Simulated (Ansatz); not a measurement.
Compare A (`[CH2]1[SiH2][S][GeH2]1`) with its isomer B (`C1[SiH2][GeH2][S]1`).

Computed with Ansatz on PBE0-D4/def2-TZVP structures; ΔE is electronic, products minus reactants. CCSD(T)/CBS is the MP2 limit (def2-TZVPP, def2-QZVPP) plus CCSD(T) − MP2 in def2-TZVPP, frozen cores. Functionals use def2-TZVPP. B3LYP here is the variant with VWN-RPA as its local correlation; programs differ in this. For Ge outer-core shells are correlated without core-valence functions, which leaves a few kJ/mol of doubt a bond. Scalar relativity is left out up to krypton.

Problem. Which is lower in electronic energy at CCSD(T)/CBS, and by how much? (An estimate is asked.)

Solution. Computed: A, by 109.6 kJ/mol.

Problem. Give E(B) − E(A) in kJ/mol with HF/def2-TZVPP, B3LYP, PBE-D4, ωB97M-V, MP2/def2-TZVPP, CCSD/def2-TZVPP, CCSD(T)/def2-TZVPP. (Best estimate.)

Solution. The calculation gave: HF/def2-TZVPP 118.4, B3LYP 100.6, PBE-D4 94.9, ωB97M-V 109.4, MP2/def2-TZVPP 118.4, CCSD/def2-TZVPP 111.9, CCSD(T)/def2-TZVPP 110.4. None reverses the order clearly.

Largest T1 diagnostic: 0.012.

From PBE to PBE0 (25 % exact exchange), in def2-TZVPP and without D4, E(B) − E(A) moves by +8.0 kJ/mol.
